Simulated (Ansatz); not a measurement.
Species: Si$_{2}$O$_{2}$ (charge 0, singlet). 
Coordinates optimised at B3LYP-D3(BJ)/def2-TZVP (Ansatz, a quantum-chemistry and plane-wave program):
SMILES: o1[si]2o[si]1=2
```xyz
4

Si     1.2294     0.0012    -0.0314
Si    -1.2294    -0.0012     0.0314
O     -0.0018     1.1724    -0.0287
O      0.0018    -1.1724     0.0287
```
Charge 0, spin multiplicity 1.

CCSD(T) with Ansatz in growing basis sets, 20 correlated electrons. Cores are frozen in the correlated levels unless marked. UHF or UKS for open shells. No spin-orbit coupling. No relativistic terms. Costs are ratios of core time to the smallest set, on shared machines of one kind, and rough; they hold the program's checks for lower states.

```
basis        functions  cost over smallest  E(corr) (Eh)  electronic atomisation energy (kcal/mol)
-----------  ---------  ------------------  ------------  ----------------------------------------
cc-pV(D+d)Z         74                  1×       -0.5541                                     373.2
cc-pV(T+d)Z        138                  4×       -0.6952                                     418.4
cc-pV(Q+d)Z        238                 20×             ?                                         ?
```

Question: What does the step to cc-pV(Q+d)Z buy, and how does its cost grow by formal scaling?

Answer: Formally CCSD grows as o²v⁴ and (T) as o³v⁴; with o = 10 and v going from 116 to 216 both grow 12-fold in the last step, while integrals and the mean field grow more slowly. That step adds 49.3 mEh of correlation energy and 13.1 kcal/mol to the atomisation energy. Row: E(corr) (Eh) -0.7446, electronic atomisation energy (kcal/mol) 431.6.
